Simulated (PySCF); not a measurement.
Geometry (Å), atoms numbered from 1 in this order:
```xyz
19

F     1.962   -0.827    1.773
C     2.048   -0.417    0.482
F     2.668   -1.408   -0.203
C     0.691   -0.158   -0.080
C    -0.326   -1.283   -0.032
C    -1.681   -0.584   -0.195
C    -1.493    0.808    0.424
C    -0.033    1.138    0.189
C     0.544    0.866   -1.168
H     2.693    0.480    0.453
H    -0.251   -1.764    0.956
H    -0.144   -2.058   -0.792
H    -2.505   -1.146    0.269
H    -1.935   -0.491   -1.263
H    -2.180    1.557   -0.002
H    -1.679    0.778    1.510
H     0.433    1.919    0.798
H     1.440    1.428   -1.446
H    -0.120    0.650   -2.010
```

- shieldings: GIAO KT3/pcSseg-1
- geometry from PBE0-D3(BJ)/def2-SVP
- code: PySCF 2.14
- no relativistic terms, single conformer, in vacuum

List the cross peaks expected in HSQC, COSY and HMBC spectra.

Results:



HSQC (one-bond C–H):
```csv
δH,δC
5.34 (H10),121.3 (C2)
2.07 (H11),26.7 (C5)
1.76 (H16),31.1 (C7)
1.74 (H15),31.1 (C7)
1.73 (H12),26.7 (C5)
1.55 (H13),24.2 (C6)
1.17 (H14),24.2 (C6)
1.07 (H17),23.2 (C8)
0.58 (H19),11.8 (C9)
0.37 (H18),11.8 (C9)
```

COSY cross peaks (H two or three bonds apart, from the bond graph; peaks can be absent where the dihedral angle is near 90°):
```csv
δH,δH
2.07 (H11),1.73 (H12)
2.07 (H11),1.55 (H13)
2.07 (H11),1.17 (H14)
1.76 (H16),1.74 (H15)
1.76 (H16),1.55 (H13)
1.76 (H16),1.17 (H14)
1.76 (H16),1.07 (H17)
1.74 (H15),1.55 (H13)
1.74 (H15),1.17 (H14)
1.74 (H15),1.07 (H17)
1.73 (H12),1.55 (H13)
1.73 (H12),1.17 (H14)
1.55 (H13),1.17 (H14)
1.07 (H17),0.58 (H19)
1.07 (H17),0.37 (H18)
0.58 (H19),0.37 (H18)
```

HMBC (two and three bonds, from the bond graph):
```csv
δH,δC
5.34 (H10),"31.3 (C4), 26.7 (C5), 23.2 (C8), 11.8 (C9)"
2.07 (H11),"121.3 (C2), 31.3 (C4), 31.1 (C7), 24.2 (C6), 23.2 (C8), 11.8 (C9)"
1.76 (H16),"31.3 (C4), 26.7 (C5), 24.2 (C6), 23.2 (C8), 11.8 (C9)"
1.74 (H15),"31.3 (C4), 26.7 (C5), 24.2 (C6), 23.2 (C8), 11.8 (C9)"
1.73 (H12),"121.3 (C2), 31.3 (C4), 31.1 (C7), 24.2 (C6), 23.2 (C8), 11.8 (C9)"
1.55 (H13),"31.3 (C4), 31.1 (C7), 26.7 (C5), 23.2 (C8)"
1.17 (H14),"31.3 (C4), 31.1 (C7), 26.7 (C5), 23.2 (C8)"
1.07 (H17),"121.3 (C2), 31.3 (C4), 31.1 (C7), 26.7 (C5), 24.2 (C6), 11.8 (C9)"
0.58 (H19),"121.3 (C2), 31.3 (C4), 31.1 (C7), 26.7 (C5), 23.2 (C8)"
0.37 (H18),"121.3 (C2), 31.3 (C4), 31.1 (C7), 26.7 (C5), 23.2 (C8)"
```

Chemical shifts δ = σref − σ; 1H (31.32 ppm) and 13C (182.31 ppm) against TMS, all at this level.

Short H···H contacts in this conformer between protons four or more bonds apart (candidates for NOE cross peaks, intensity ∝ r⁻⁶): H14···H19 2.27 Å, H10···H18 2.46 Å, H10···H17 2.70 Å.

Shifts are as computed, not scaled to solution data. Of 1211 compounds with measured shifts, 218 miss one by over three times the rms of a fit or turn the order of signals round; such compounds aren't used in these exercises.
